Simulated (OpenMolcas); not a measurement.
CuF (fluorocopper): the vertical ionisation energy from total energies

CuF: 2 atoms, total charge 0, spin state singlet. As SMILES, `[F][Cu]`. Geometry: relaxed at PBE0-D4/def2-TZVP.

```tsv
atom	x (Å)	y (Å)	z (Å)
F	0.7510	-0.2689	0.3771
Cu	-0.7510	0.2689	-0.3771
```

Both states at this one shape; open shells run unrestricted unless said. 1 Eh = 27.2114 eV.

```tsv
level	program	singlet CuF (Eh)	doublet CuF+ (Eh)	HOMO of the first (eV)
M06-L/def2-TZVPP	OpenMolcas	-1740.336064	-1739.958596	-6.00
PBE0/def2-TZVPP	OpenMolcas	-1740.065029	-1739.684048	-7.45
```

Task: Work out the vertical ionisation energy at each level.

Result: 
1. M06-L/def2-TZVPP: -1739.958596 − (-1740.336064) = 0.377468 Eh = 10.27 eV; −ε(HOMO) = 6.00 eV.
2. PBE0/def2-TZVPP: -1739.684048 − (-1740.065029) = 0.380981 Eh = 10.37 eV; −ε(HOMO) = 7.45 eV.

No measured value is set beside it here; the levels span 10.27 to 10.37 eV. In semi-local functionals −ε(HOMO) lies far under the ionisation energy, a result of self-interaction, while the difference of totals does much better.
